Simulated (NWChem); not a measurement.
Molecule: MnCl₂, sextet; SMILES [Cl][Mn][Cl]

Program: NWChem. Pople sets run with spherical d functions. Spin-unrestricted. The geometry was optimised at PBE0/def2-SVP, spin-unrestricted. No stability test was run on the SCF state. Level PBE0/6-31G*: single points from the atomic guess with DIIS by default; each run changes one setting, and all converged runs end within 0.3 mHa of each other. NWChem's automatic level shift, which a small gap switches on, acted in some of these runs.

Q: Which setting needs the most SCF iterations, or fails (level shift of 0.5 Ha throughout; core-Hamiltonian guess; defaults; DIIS on 3 Fock matrices; occupation smearing of 0.005 Ha)?

A: core-Hamiltonian guess, with 34 against 9 for the defaults.
```csv
setting,SCF iterations
defaults,9
occupation smearing of 0.005 Ha,9
DIIS on 3 Fock matrices,9
level shift of 0.5 Ha throughout,24
core-Hamiltonian guess,34
```
